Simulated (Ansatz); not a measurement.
The cluster Si₇W₃: single points at one geometry.

```yaml
crystal:
  periodic: [false, false, false]
  atoms:
    - {symbol: W, position_ang: [1.008666, 1.457514, -0.923002]}
    - {symbol: W, position_ang: [-1.114469, -2.005822, -0.283654]}
    - {symbol: W, position_ang: [0.357279, 0.284620, 1.925513]}
    - {symbol: Si, position_ang: [-2.167940, -0.401685, 1.178193]}
    - {symbol: Si, position_ang: [1.051549, -0.871378, -0.259411]}
    - {symbol: Si, position_ang: [-1.090000, 1.680242, 0.431586]}
    - {symbol: Si, position_ang: [-0.813944, 0.004846, -1.699460]}
    - {symbol: Si, position_ang: [2.523995, 0.668585, 0.973379]}
    - {symbol: Si, position_ang: [0.384296, 1.293592, -3.262638]}
    - {symbol: Si, position_ang: [-0.139431, -2.110514, 1.919493]}
basis:
  gaussian: {orbitals: def2-TZVPD, initial_orbitals: start.molden}
hamiltonian: {xc: r2scan, dispersion: d4}
scf: {omitted_lower_state_checks: [starts]}
output: {orbitals: {seedname: orbitals}}
```

The file start.molden holds the orbitals of an earlier run on this structure, at another level or in another basis.

```sh
$ ansatz run in.yaml --threads 4 --pin off --events-out ev --progress --plain --max-ram 6963MiB
```

Output, abridged:

```
Functional definition: r2SCAN
2963 factors; their error is unknown
mean field evaluation 1: about -60617.8487 eV, gradient 1.2e1 eV
mean field evaluation 2: about -60618.0012 eV, gradient 3.4e-1 eV
mean field evaluation 4: about -60618.0095 eV, gradient 1.4e-3 eV
mean field evaluation 8: about -60617.9771 eV, gradient 2.3e-5 eV
mean field evaluation 16: about -60617.9771 eV, gradient 4.5e-6 eV
mean field -60617.97713934 eV, -2227.6695715302 hartree, gradient 4.4e-6 eV, S^2 0.000000; 0 other end points of the search recorded, 0 dependent functions left out
reference -60617.97716033 eV, -2227.6695723015 hartree; 70, 70 occupied and 360, 360 virtual orbitals, 2963 factors
Total energy: -60618.25602125 eV, -2227.6798202514 hartree
Checks for a lower state left out: starts
```

It took 67 s on 4 threads of Arm Neoverse V2 on a shared host, peak host memory 1.8 GiB.

The first input with `gaussian: {orbitals: def2-TZVPD}`, `hamiltonian: {xc: pbe0, dispersion: d4}` (abridged; 5.6 min):

```
Functional definition: PBE0
mean field evaluation 16: about -60595.4545 eV, gradient 6.7e-4 eV
mean field evaluation 32: about -60595.4545 eV, gradient 2.2e-6 eV
mean field -60595.45454409 eV, -2226.8418814209 hartree, gradient 4.9e-6 eV, S^2 0.000000
Total energy: -60596.69482762 eV, -2226.8874610001 hartree
Checks for a lower state left out: starts
```

As the first input, with `hamiltonian: {xc: pbe, dispersion: d4}` (abridged; 30 s):

```
Functional definition: PBE
mean field -60597.08819391 eV, -2226.9019169444 hartree, gradient 1.7e-5 eV, S^2 0.000000
Total energy: -60598.50415852 eV, -2226.9539526842 hartree
Checks for a lower state left out: starts
```

Geometry: PBE-D4/def2-SVP, that of the charge -1 doublet.

In the def2 sets W takes a core potential; there is no spin–orbit coupling. At PBE-D4/def2-TZVPD an occupied level lies above an empty one. The structure comes from a short search, and lower isomers may exist.
